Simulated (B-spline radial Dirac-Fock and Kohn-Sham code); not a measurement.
## How the settings move the core levels of Ce

ΔSCF core binding energies without Breit or QED terms, calculated with a radial finite-basis atomic code. Keys: rel is the Hamiltonian (dirac, or spin-free x2c and nr, where L3 and M5 stand for the whole 2p and 3d shells), method is hf or an exchange,correlation pair (spin-unpolarised, also for the hole states), nuc the nuclear model, radius_factor scales its radius, rmax is the box in bohr, h the logarithmic mesh step, order the B-spline order, points the quadrature points per cell, c_factor scales the speed of light, and damp, ndamp, maxit and tol steer the iteration. The run stops when the commutator error falls below 10·tol·max(1, Z/10), or the numerical noise floor, and the energy has settled to about 1e-8 Ha; the virial ratio is −V/T.

Base input:

```json
{"items": [{"Z": 58, "q": 0, "cfg": [[1, 0, 2], [2, 0, 2], [2, 1, 6], [3, 0, 2], [3, 1, 6], [3, 2, 10], [4, 0, 2], [4, 1, 6], [4, 2, 10], [4, 3, 1], [5, 0, 2], [5, 1, 6], [5, 2, 1], [6, 0, 2]], "A": 140, "rrms": 4.8771, "do": "settings", "holes": ["K", "L3", "M5"],
  "settings": [{"rel": "dirac", "method": "hf", "nuc": "fermi", "radius_factor": 1.0, "rmax": 45.0, "h": 0.3, "order": 8, "points": 10, "c_factor": 1.0, "maxit": 60, "damp": 0.5, "ndamp": 3, "tol": 1e-08}]}]}
```

The ground state converged in 12 iterations, with total energy -8861.07477 Ha, virial ratio 1.93218 and highest orbital energy -4.97 eV. ΔSCF binding energies: K (1s) 40606.6 eV, L3 (2p3/2) 5745.1 eV, M5 (3d5/2) 894.5 eV.

Changes from the base run:

```
                                 changed setting  Δ total energy (Ha)  Δ K (eV)  Δ L3 (eV)  Δ M5 (eV)  iterations
                                      damp = 0.0              0.00000      0.00       0.00       0.00          13
                                  nuc = "sphere"             +0.00060     -0.01       0.00       0.00          12
                                       order = 7             +0.00006      0.00       0.00       0.00          12
            rel = "x2c"; h = 0.4; c_factor = 1.5           +171.52652  -1146.75     +60.32     +15.19          12
                                  c_factor = 1.5                    ?         ?          ?          ?           ?
           method = "lda,"; h = 0.12; damp = 0.0             +8.49440    -15.71     -31.87      -8.32          13
                             radius_factor = 1.2             +0.16338     -1.86      +0.01       0.00          12
                                      damp = 0.0              0.00000      0.00       0.00       0.00          13
                                        h = 0.12             -0.00004      0.00       0.00       0.00          12
                                     rmax = 60.0              0.00000      0.00       0.00       0.00          12
rel = "x2c"; radius_factor = 2.0; c_factor = 1.5           +172.14176  -1153.98     +60.35     +15.18          12
                                       order = 5             +0.00364     +0.01      +0.01      +0.01          12
                                 method = "lda,"             +8.49443    -15.71     -31.87      -8.32          10
       method = "lda,"; nuc = "sphere"; h = 0.12             +8.49500    -15.71     -31.87      -8.32          10
```

Q: What does the change c_factor = 1.5 do?

A: The total energy moves by +170.07769 Ha and the binding energies by K -1129.59 eV, L3 +0.83 eV, M5 +11.85 eV; the run takes 12 iterations.
